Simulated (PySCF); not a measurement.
# Continuum solvent and chemical shifts

Geometry:
```tsv
atom	x (Å)	y (Å)	z (Å)
C1	3.457	0.275	0.292
C2	2.349	-0.483	0.286
C3	0.999	0.039	0.337
C4	-0.106	-0.737	0.332
C5	-1.484	-0.264	0.382
C6	-2.495	-1.154	0.371
C7	-1.739	1.214	0.445
H8	4.454	-0.168	0.252
H9	3.397	1.367	0.337
H10	2.448	-1.574	0.240
H11	0.898	1.129	0.382
H12	0.024	-1.825	0.286
H13	-2.302	-2.230	0.325
H14	-3.539	-0.834	0.408
H15	-1.272	1.658	1.339
H16	-1.309	1.728	-0.430
H17	-2.814	1.432	0.477
```

GIAO PBE0/pcSseg-1 in PySCF 2.14.0 with density-fitted response routines on one PBE0-D3(BJ)/def2-SVP conformer, non-relativistic, equivalent nuclei averaged. Solvents enter as an IEF-PCM continuum (dichloromethane with ε = 8.9, acetone with ε = 20.5) around the gas-phase geometry. Shifts are referred to TMS computed in the same medium.

Gas phase, δ in ppm: C5 149.7, C2 145.7, C4 143.6, C3 136.7, C6 126.7, C1 125.4, C7 20.3, H10 6.48, H12 6.33, H11 6.17, H9 5.49, H8 5.40, H14 5.36, H13 5.29. Dipole moment 0.33 D.

Q: How does each δ change in the continuum?

A: 
| atoms | environment | Δδ, dichloromethane | Δδ, acetone |
| --- | --- | --- | --- |
| C5 | fully substituted alkene carbon | +2.0 | +2.3 |
| C2 | alkene CH | +1.1 | +1.2 |
| C4 | alkene CH | +1.2 | +1.3 |
| C3 | alkene CH | +1.2 | +1.4 |
| C6 | terminal =CH2 carbon | +1.3 | +1.5 |
| C1 | terminal =CH2 carbon | +1.9 | +2.2 |
| C7 | allylic methyl carbon | +0.4 | +0.5 |
| H10 | hydrogen on an alkene CH | +0.15 | +0.17 |
| H12 | hydrogen on an alkene CH | +0.17 | +0.20 |
| H11 | hydrogen on an alkene CH | +0.19 | +0.21 |
| H9 | hydrogen on a terminal =CH2 carbon | +0.18 | +0.21 |
| H8 | hydrogen on a terminal =CH2 carbon | +0.17 | +0.19 |
| H14 | hydrogen on a terminal =CH2 carbon | +0.17 | +0.19 |
| H13 | hydrogen on a terminal =CH2 carbon | +0.14 | +0.16 |

Changes are relative to the gas phase. The dipole moment becomes 0.41 D in dichloromethane, 0.41 D in acetone.

Q: Which nuclei move most (in ppm), and what does the model miss?

A: C5 (fully substituted alkene carbon, +2.3 ppm) and C1 (terminal =CH2 carbon, +2.2 ppm) in acetone. A continuum only polarises the solute; specific hydrogen bonds, the anisotropy of aromatic solvents and changes of geometry or conformer are outside it.
